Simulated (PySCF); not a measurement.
# Reading the logs of faulty runs: B2GeH6

Calculated results; nothing here was measured. They come from PySCF 2.14.0, an open-source quantum chemistry program, on an isolated molecule that a program drew, which may never have been made. The molecule is B2GeH6 (charge 0, singlet), drawn as the SMILES string `[BH2][GeH2][BH2]`.

Each row is a Hartree-Fock (HF) and frozen-core CCSD(T) single point in the cc-pVDZ basis, meant for a local HF minimum. Run 1 is clean. Each other run has one planted mistake out of seven kinds, and not every kind appears here: one electron removed, one electron added, multiplicity raised by two, geometry at a saddle point, minimal basis STO-3G, one bond length entered in bohr, all coordinates scaled. The reference is restricted for singlets and unrestricted otherwise, and also for a bond in bohr. Adding or removing an electron swaps singlet and doublet. Electrons count all cores. HOMO and LUMO are orbital energies over both spins, the gradient is its largest component, and the lowest frequency (negative if imaginary) is given only where the gradient is small. Bond lengths are over the 8 bonds as drawn. T1 is the CCSD diagnostic: over 0.02 (restricted) or 0.045 (unrestricted) a single reference is doubtful. Germanium has the cc-pVDZ-PP basis, with a core potential (ECP10MDF) in place of its 10 inner electrons, and its 3s, 3p and 3d shells are frozen in CCSD(T).

Geometry of the clean run:
```xyz
9
B2GeH6, angstrom
B     0.7460    0.9331    1.4353
Ge    0.4936    0.5455   -0.6032
B    -0.1399   -1.4321   -0.8427
H     1.7916    0.7096    1.9776
H    -0.1598    1.3521    2.0995
H    -0.5424    1.5116   -1.2048
H     1.8191    0.7717   -1.3521
H     0.6548   -2.3226   -0.9559
H    -1.3062   -1.7092   -0.8364
```

```
run,electrons,basis functions,<S^2>,HOMO (eV),LUMO (eV),gradient (hartree/bohr),lowest frequency (cm^-1),mean bond (Å),longest bond (Å),T1,HF (hartree),CCSD(T) (hartree),mistake
1,48,81,0.000,-10.38,0.86,1.8e-05,53,1.5068,2.090,0.0140,-346.16822,-346.49547,no fault
2,48,81,0.654,-9.37,0.55,2.4e-02,-,1.6401,2.266,0.0686,-346.04865,-346.37649,one bond length entered in bohr
3,48,81,2.049,-7.30,-1.66,6.2e-02,-,1.5068,2.090,0.0432,-346.05386,-346.37747,multiplicity raised by two
4,49,81,0.816,-0.60,6.10,1.6e-02,-,1.5068,2.090,0.0207,-346.16118,-346.51794,one electron added
5,47,81,0.807,-16.76,-8.09,6.2e-02,-,1.5068,2.090,0.0194,-345.82960,-346.13130,?
6,48,81,0.000,-10.49,0.89,1.8e-02,-,1.4631,2.030,0.0144,-346.16244,-346.48821,?
```

**Which mistake was planted in run 5, and what did it cost?**

It counts 47 electrons, one fewer than the clean run, at the same geometry and basis. So the mistake is: one electron removed. Subtracting run 1 and multiplying by 627.51 kcal/mol a hartree, the energy moved by 212.5 kcal/mol in HF and 228.5 kcal/mol in CCSD(T).

**Which mistake was planted in run 6, and what did it cost?**

The mean and the longest bond both change by the same factor, 0.971, and the gradient is no longer small. So the mistake is: all coordinates scaled. Subtracting run 1 and multiplying by 627.51 kcal/mol a hartree, the energy moved by 3.6 kcal/mol in HF and 4.6 kcal/mol in CCSD(T).

Cautions from the logs. Run 2: T1 is over the limit, so its CCSD(T) energy is less reliable.
